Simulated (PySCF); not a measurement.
## Energy of Ni⁺ (nickel, charge +1) between two integer charges

The 3d beta orbital of [Ar] 3d9 is emptied in steps (occupation f), with all orbitals relaxed, ending at [Ar] 3d8. All numbers are calculated (PySCF 2.14, the non-relativistic Hamiltonian (point nucleus), in def2-SVP (5s3p2d1f, 31 functions)). The exact energy is a straight line in f; departures are measured from the line between the end points of the same method.

```csv
f,TPSS (eV)
1,0.000
0.8,-1.265
0.6,-1.902
0.4,-1.908
0.2,-1.276
0,0.000
```

| method | E(f=0) − E(f=1) (eV) | −ε at f=1 (eV) | −ε at f=0.4 (eV) |
| --- | --- | --- | --- |
| TPSS | 17.443 | 9.668 | 19.001 |

Orbital energy along the path (eV):

```tsv
f	TPSS
1	-9.668
0.8	-12.714
0.6	-15.828
0.4	-19.001
0.2	-22.208
0	-25.449
```

Reference removal energy between the ground levels: 18.169 eV (measured; NIST Atomic Spectra Database, ionization energies). The calculation has no spin-orbit coupling. The determinant left behind need not be the lowest term of the ion.
